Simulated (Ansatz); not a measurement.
H₆N₃OTa, SMILES `[NH2][Ta]([NH2])([NH2])=[O]`, relaxed with RKS PBE-D4/def2-SVP in Ansatz 0.2.0 from a rough embedded geometry. The force threshold is 0.03 eV/Å; the program also tests the step.

Charge 0, multiplicity 1. Ta: def2 effective core potential.

Start:

```xyz
11

N    -1.961    0.465   -0.092
Ta   -0.190   -0.717    0.057
N     1.026   -0.379   -1.739
N     0.971   -0.197    1.861
O    -0.662   -2.560    0.210
H    -2.026    1.131    0.766
H    -1.892    1.095   -0.909
H     1.876    0.080   -1.419
H     0.461    0.200   -2.400
H     0.498    0.724    2.191
H     1.897    0.158    1.475
```

```
step  energy (eV)  largest force (eV/Å)  largest move (Å)
   1   -8157.0934                 4.672             0.000
   2   -8158.3987                 1.745             0.195
   3   -8158.7033                 0.998             0.199
   4   -8159.0019                 0.834             0.197
   5   -8159.3540                 0.800             0.195
   6   -8159.6705                 1.038             0.195
   7   -8159.9064                 0.597             0.195
   8   -8160.0364                 0.217             0.200
   9   -8160.0374                 1.853             0.133
  10   -8160.0798                 0.219             0.097
  11   -8160.0819                 0.047             0.031
  12   -8160.0825                 0.041             0.019
  13   -8160.0827                 0.002             0.011
```

End:

```xyz
11

N    -1.794    0.661    0.058
Ta   -0.112   -0.434    0.033
N     0.875   -0.164   -1.693
N     1.057    0.040    1.593
O    -0.548   -2.117    0.161
H    -2.724    0.298    0.293
H    -1.893    1.616   -0.300
H     1.510    0.613   -1.905
H     0.943   -0.860   -2.442
H     1.214    0.984    1.960
H     1.470   -0.639    2.241
```

Run time 15 s (4 threads of a server CPU on a shared host); peak host memory 0.19 GiB.
